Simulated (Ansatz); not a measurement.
(H2Al-mu-Cl)2 (Al₂H₄Cl₂), relaxed as a singlet with RKS r2SCAN-D4/def2-SVP in Ansatz, starting from the GFN2-xTB geometry. Force threshold 0.02 eV/Å.

Start:

```xyz
8

Al   -0.774    1.336    0.191
H    -0.566    2.429   -0.875
H    -1.683    1.441    1.429
Cl    1.185    0.572    0.813
Al    0.775   -1.336   -0.190
H     0.558   -2.422    0.881
H     1.685   -1.453   -1.427
Cl   -1.180   -0.567   -0.822
```

(1) Estimate the energy that the relaxation releases and the steps that it takes.

(2) Does the start keep its bonding and symmetry?

(3) Predict the relaxed structure.

## Answers

(1) 0.37 eV, in 4 steps; 13 s on 4 threads of Intel Xeon Platinum 8259CL on a shared host. No frequencies were taken in this run, so the end may be a saddle point.

(2) By distances, no bond broke or formed. The bond that changes most is Al1–Cl4, from 2.19 to 2.32 Å (atoms count from 1). Point group D2h at the start, D2h at the end, both within 0.05 Å.

(3) 
```xyz
8

Al   -0.821    1.415    0.201
H    -0.592    2.519   -0.899
H    -1.743    1.503    1.475
Cl    1.255    0.606    0.861
Al    0.820   -1.415   -0.201
H     0.585   -2.513    0.904
H     1.746   -1.513   -1.472
Cl   -1.251   -0.602   -0.870
```
Bond lengths (bridged metal pairs left out): 4 × Al–Cl 2.32 Å; 4 × Al–H 1.58 Å.
